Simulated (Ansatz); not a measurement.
Cost and result up the ladder for GaH2(CH2SiH3) (CH₇GaSi) (10 atoms). Total charge 0; singlet. Geometry: PBE0-D4/def2-SVP.

```xyz
10

Ga   -0.121   -0.922    1.548
H     0.416   -2.400    1.537
H    -1.276   -0.496    2.524
C     0.636    0.399    0.299
Si   -0.280    0.461   -1.339
H     0.591    1.403    0.753
H     1.690    0.150    0.092
H    -0.243   -0.877   -2.012
H    -1.719    0.815   -1.121
H     0.305    1.467   -2.281
```

Ansatz on 4 threads of Arm Neoverse V2 on a shared host. Times are rough, and most runs start from the orbitals of an earlier one. PBE0-D4/def2-TZVP serves as the yardstick here, not as an exact answer. Differences are given only for rows in sets of like size (and for xTB, whose basis is part of the method), since another set adds its own error. Binding counts from free atoms at the same level (Ga doublet, H doublet, C triplet, Si triplet; other spins of the atoms weren't run), without zero-point energy or a counterpoise term.

The 6-31G sets use Cartesian d functions. LC-ωPBE has ω = 0.4 bohr⁻¹. B3LYP takes the VWN-RPA correlation. HSE06 is defined as in plane-wave codes, on full-range PBE exchange. Correlated methods freeze 15 core orbitals; core or outer-core shells of Ga are correlated, in sets that lack core-valence functions.

Correlated methods converge slowly with the basis.

```csv
level,functions,wall time,binding energy per atom (eV),difference from PBE0-D4/def2-TZVP (eV)
HF/6-31G,65,0.3 s,2.18,–
LDA (SPW92)/def2-TZVP,158,0.7 s,3.42,0.36
PBE-D4/def2-SVP,99,0.7 s,3.06,–
B3LYP-D4/6-31G,65,0.75 s,2.99,–
PBE0-D4/def2-SVP,99,1 s,3.06,–
MP2/def2-TZVP,158,1.1 s,2.97,-0.09
PBE-D4/def2-TZVP,158,1.2 s,3.06,0.00
revPBE-D4/def2-TZVP (with forces),158,1.4 s,3.02,-0.04
PBE0-D4/def2-TZVP,158,1.6 s,3.06,0.00
LC-ωPBE/def2-TZVP,158,1.6 s,3.07,0.01
HSE06-D4/def2-TZVP,158,1.6 s,3.06,0.00
BHLYP-D4/def2-TZVP,158,1.6 s,3.05,-0.01
r2SCAN-D4/def2-TZVP,158,2.6 s,3.09,0.03
CCSD(T)/def2-TZVPP,219,60 s,3.05,-0.01
```
